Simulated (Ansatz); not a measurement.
Program: Ansatz. Geometries: PBE0-D4/def2-TZVP. ΔE: electronic, gas phase. CBS: MP2 limit from def2 TZ/QZ plus the TZ coupled-cluster correction, frozen cores. DFT in def2-TZVPP. Elements past krypton have def2 core potentials. For Te outer-core shells are correlated without core-valence functions, which leaves a few kJ/mol of doubt a bond. One conformer a species, not always the lowest.

Consider the formal exchange of groups at the Al–C bond: `[CH3][Al]([CH3])[TeH]` + `C=CCO` → `[CH3][AlH][TeH]` + `C=C(C)CO`.

```csv
level,ΔE (eV)
r2SCAN-D4,0.33
CCSD/def2-TZVPP,0.31
```

Task: What does CCSD(T)/CBS give? (Estimate.)

Result: The calculation gave: +0.34 eV. The listed levels differ from it by -0.01, -0.03 eV.

Largest T1 diagnostic among the species: 0.011.
